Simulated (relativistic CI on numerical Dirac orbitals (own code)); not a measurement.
Tl54+: sensitivity of the levels to the model

Base calculation: Dirac-Coulomb-Breit CI, KLI orbitals optimised for each configuration, model QED (radiative potential, 1s self-energy scaled to tabulated hydrogen-like ionisation energies), unscaled Slater integrals.

Configuration list (outside the closed core [Ne]): 3s2 3p6 3d9, 3s2 3p5 3d10, 3s 3p6 3d10, 3s2 3p6 3d8 4s, 3s2 3p6 3d8 4p, 3s2 3p4 3d10 4s, 3s2 3p6 3d8 4d, 3s2 3p4 3d10 4p, 3s2 3p5 3d9 4s, 3s2 3p6 3d8 4f, 3s2 3p4 3d10 4d, 3s2 3p5 3d9 4p, 3s 3p5 3d10 4s, 3s2 3p6 3d7 4s2, 3s 3p5 3d10 4p, 3s2 3p5 3d9 4d. Levels of other configurations are missing.

The lowest level and the first level of each name with at least 55 % of one term (blank where a level has no safe partner in the second run):

```csv
Level,Base (eV),Shift (eV)
3s2 3p6 3d9 2D_5/2,0.00,0.00
3s2 3p6 3d9 2D_3/2,103.38,0.00
3s2 3p5 3d10 2P°_3/2,537.20,+0.31
3s2 3p5 3d10 2P°_1/2,1022.73,+0.31
3s 3p6 3d10 2S_1/2,1300.89,+0.48
3s2 3p6 3d8 4s 4F_9/2,2030.88,+1.80
3s2 3p6 3d8 4s 2F_7/2,2034.38,+1.80
3s2 3p6 3d8 4s 4F_7/2,2133.41,+1.80
3s2 3p6 3d8 4s 4F_5/2,2134.33,+1.80
3s2 3p6 3d8 4s 2G_9/2,2150.07,+1.80
3s2 3p6 3d8 4s 2G_7/2,2150.87,+1.80
3s2 3p6 3d8 4s 2P_1/2,2152.62,+1.80
3s2 3p6 3d8 4p 2P°_1/2,2177.40,+1.89
3s2 3p6 3d8 4s 4F_3/2,2242.64,+1.80
```

At this charge energies of transitions that change n are usually good to better than 1 %, and those within a shell (Δn = 0) to a few per cent.

**Question.** One thing was changed in a second run, which moved the levels as shown. Which?
A. P86 correlation estimate
B. configuration mixing switched off
C. Breit term removed
D. QED terms removed

**Answer.** A. P86 correlation estimate. A correlation estimate moves all levels of a configuration together before mixing; mixed levels move by a weighted share.

LS names give the leading component of a level, which can be under half, so a name can repeat, a term be missing and a line seem to break the LS rules.
